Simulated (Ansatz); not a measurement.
Gas-phase electronic energies from Ansatz, PBE0-D4/def2-TZVP geometries. CCSD(T)/CBS adds triple-zeta CCSD(T) − MP2 to the extrapolated MP2 energy (def2 sets, frozen cores). DFT in def2-TZVPP. B3LYP here is the variant with VWN-RPA as its local correlation; programs differ in this. HSE06 is defined as in plane-wave codes. For Ge outer-core shells are correlated without core-valence functions, which leaves a few kJ/mol of doubt a bond. Scalar relativity is left out up to krypton. One conformer a species, not always the lowest.

`[BH2][GeH2][OH]` + `NBCN` → `BBN` + `N[CH2][GeH2][OH]`  (redistribution)

```tsv
level	ΔE (kJ/mol)	difference from CCSD(T)/CBS
LDA (SPW92)	17.3	-0.3
PBE-D4	15.2	-2.4
BLYP-D4	14.4	-3.2
r2SCAN-D4	16.4	-1.2
B97M-V	15.3	-2.3
PBE0-D4	16.7	-0.9
B3LYP-D4	15.8	-1.8
r2SCANh-D4	17.0	-0.6
HSE06-D4	16.7	-0.9
BHLYP-D4	17.4	-0.2
CAM-B3LYP-D4	16.7	-0.9
ωB97X-V	16.2	-1.4
ωB97M-V	17.8	0.2
B2PLYP	16.9	-0.7
PBE-QIDH	17.7	0.1
PBE	15.9	-1.7
revPBE	15.5	-2.1
BLYP	15.8	-1.8
r2SCAN	16.6	-1.0
PBE0	17.4	-0.2
B3LYP	17.0	-0.6
r2SCANh	17.2	-0.4
r2SCAN0	18.0	0.4
HSE06	17.3	-0.3
CAM-B3LYP	17.4	-0.2
LC-ωPBE	16.7	-0.9
RPA@PBE/def2-TZVPP	17.9	0.3
HF/def2-SVP	21.1	3.5
MP2/def2-SVP	15.6	-2.0
CCSD/def2-SVP	17.2	-0.4
HF/def2-TZVPP	20.4	2.8
MP2/def2-TZVPP	16.1	-1.5
SCS-MP2/def2-TZVPP	16.4	-1.2
CCSD/def2-TZVPP	17.9	0.3
CCSD(T)/def2-TZVPP	17.4	-0.2
HF/def2-QZVPP	20.2	2.6
MP2/def2-QZVPP	16.1	-1.5
SCS-MP2/def2-QZVPP	16.2	-1.4
MP2/CBS(def2)	16.3	-1.3
CCSD/CBS(def2)	18.2	0.6
CCSD(T)/CBS	17.6	0
```

Largest T1 diagnostic among the species: 0.013.

Leaving LDA and LC-ωPBE aside and taking each functional with its dispersion term where it has one, the values, not all of them listed here, spread over 3.4 kJ/mol, from BLYP-D4 to r2SCAN0-D4.
